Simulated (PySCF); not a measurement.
# Ir⁻ (iridium, charge -1) across methods

[Xe] 4f14 5d8 6s2, high-spin 3F determinant. All numbers are calculated (PySCF 2.14, a scalar-relativistic core potential, in aug-cc-pwCVDZ-PP with ECP60MDF (6s6p5d3f, 70 functions)).

| method | E (hartree) | mean ε 6s α (eV) | mean ε 6s β (eV) | mean ε 5d β (eV) | Σ⟨r²⟩ (bohr²) | ⟨S²⟩ |
| --- | --- | --- | --- | --- | --- | --- |
| r2SCANh | -104.4924 | -0.281 | 0.341 | 0.840 | 74.66 | 2.019 |
| wB97X | -104.4674 | -2.095 | -1.707 | -2.090 | 75.60 | 2.006 |
| LDA | -104.3072 | -0.079 | 0.417 | 1.374 | 75.24 | 2.010 |
| r2SCAN | -104.5166 | -0.046 | 0.549 | 1.315 | 74.64 | 2.019 |
| PBE0 | -104.4596 | -0.472 | 0.170 | 0.197 | 75.65 | 2.014 |
| BHandHLYP | -104.3344 | -0.908 | -0.308 | -1.011 | 76.52 | 2.013 |
| PBE | -104.5140 | 0.109 | 0.663 | 1.406 | 76.09 | 2.012 |
| UHF | -103.62430 | -1.887 | -0.502 | -3.291 | 83.13 | 2.074 |
| BLYP | -104.4682 | 0.251 | 0.690 | 1.495 | 76.69 | 2.009 |

Energies and moments cover only the electrons outside the core potential. Spin-orbit coupling, absent here, splits the open shell strongly.

The highest occupied level is positive at r2SCANh, LDA, r2SCAN, PBE0, PBE, BLYP: only the finite basis holds that electron, which in a density functional comes from self-interaction.
